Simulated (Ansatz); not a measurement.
Ansatz (a program for electronic structure) input (CCSD(T)/aug-cc-pV(D+d)Z):
A basis named .json is the Basis Set Exchange file of that set.

Ansatz 0.2 input:
```yaml
crystal:
  periodic: [false, false, false]
  atoms:
    - {symbol: Si, position_ang: [0.04795596, 0.02239822, -0.00038410]}
    - {symbol: O, position_ang: [0.14132146, 1.57415508, 0.00285608]}
    - {symbol: O, position_ang: [1.38467379, -0.78924927, -0.01488761]}
    - {symbol: O, position_ang: [-1.33821411, -0.78587918, 0.01029301]}
    - {symbol: H, position_ang: [-2.17363263, -0.30578822, 0.01928553]}
basis:
  gaussian:
    orbitals: aug-cc-pV_D+d_Z.json
magnetization: {spin_polarized: true, initial_magnetization: 1}
correlation: {method: ccsd_t, electrons: outside_noble_gas}
output: {forces: true}
```

End of the output:

```
determinant -13991.38516881 eV, -514.1739212521 hartree, with singles and doubles -14009.41621813 eV, -514.8365500928 hartree
determinant -13991.12656737 eV, -514.1644178247 hartree, with singles and doubles -14009.35175510 eV, -514.8341811201 hartree
determinant -13990.99797924 eV, -514.1596922981 hartree, with singles and doubles -14008.99237559 eV, -514.8209741667 hartree
determinant -13990.89970093 eV, -514.1560806367 hartree, with singles and doubles -14009.45280164 eV, -514.8378945121 hartree
8 core orbitals not correlated
reference -13990.89970093 eV, -514.1560806367 hartree; 12, 11 occupied and 90, 91 virtual orbitals, 1088 factors
densities: 1.71 GiB planned
second order -17.99870986 eV of doubles, -0.00000000 eV of singles
coupled cluster: 1.12 GiB planned
coupled cluster: 1.73 GiB planned
cycle   1  -17.69984631 eV  change   -6.5e-1 eV  update   1.2e-1
cycle   2  -18.31404971 eV  change   -6.1e-1 eV  update   4.8e-2
cycle   3  -18.53459062 eV  change   -2.2e-1 eV  update   3.2e-2
cycle   4  -18.53251482 eV  change    2.1e-3 eV  update   1.3e-2
cycle   5  -18.53209689 eV  change    4.2e-4 eV  update   8.5e-3
cycle   6  -18.54289678 eV  change   -1.1e-2 eV  update   6.3e-3
cycle   7  -18.54911532 eV  change   -6.2e-3 eV  update   4.6e-3
cycle   8  -18.55210068 eV  change   -3.0e-3 eV  update   2.7e-3
cycle   9  -18.55266614 eV  change   -5.7e-4 eV  update   1.4e-3
cycle  10  -18.55284123 eV  change   -1.8e-4 eV  update   7.9e-4
cycle  11  -18.55328180 eV  change   -4.4e-4 eV  update   5.0e-4
cycle  12  -18.55319450 eV  change    8.7e-5 eV  update   3.3e-4
cycle  13  -18.55337271 eV  change   -1.8e-4 eV  update   2.0e-4
cycle  14  -18.55321723 eV  change    1.6e-4 eV  update   1.2e-4
cycle  15  -18.55312482 eV  change    9.2e-5 eV  update   7.6e-5
cycle  16  -18.55311187 eV  change    1.3e-5 eV  update   5.1e-5
cycle  17  -18.55311260 eV  change   -7.3e-7 eV  update   3.1e-5
cycle  18  -18.55312298 eV  change   -1.0e-5 eV  update   2.0e-5
cycle  19  -18.55310740 eV  change    1.6e-5 eV  update   1.2e-5
cycle  20  -18.55310077 eV  change    6.6e-6 eV  update   6.0e-6
cycle  21  -18.55309946 eV  change    1.3e-6 eV  update   3.6e-6
cycle  22  -18.55309982 eV  change   -3.6e-7 eV  update   2.3e-6
cycle  23  -18.55309998 eV  change   -1.6e-7 eV  update   1.3e-6
coupled cluster: 1.75 GiB planned
perturbative correction -0.68923313 eV, -0.0253288503 hartree
WARN: these amplitudes may be one of several solutions (largest doubles amplitude 0.06, level shift 2.45 eV)
the calculation of the forces begins
densities: 1.46 GiB planned
Total energy: -14010.14203404 eV, -514.8632233357 hartree
Atom 0 at     0.047956     0.022398    -0.000384 Å, force    -0.465998    -0.139197     0.003940 eV/Å
Atom 1 at     0.141321     1.574155     0.002856 Å, force     0.157682     1.300827     0.001982 eV/Å
Atom 2 at     1.384674    -0.789249    -0.014888 Å, force     1.100613    -0.620651    -0.011816 eV/Å
Atom 3 at    -1.338214    -0.785879     0.010293 Å, force    -0.694163    -0.657148     0.004679 eV/Å
Atom 4 at    -2.173633    -0.305788     0.019286 Å, force    -0.098134     0.116168     0.001214 eV/Å
Dipole moment:    -0.746301    -0.130574     0.006554 e Å
```

It need not be the lowest isomer of its formula.

The program attaches cautions to this result: other roots.

The determinant is spin-contaminated: <S^2> is 0.86 against 0.75 for a pure state.
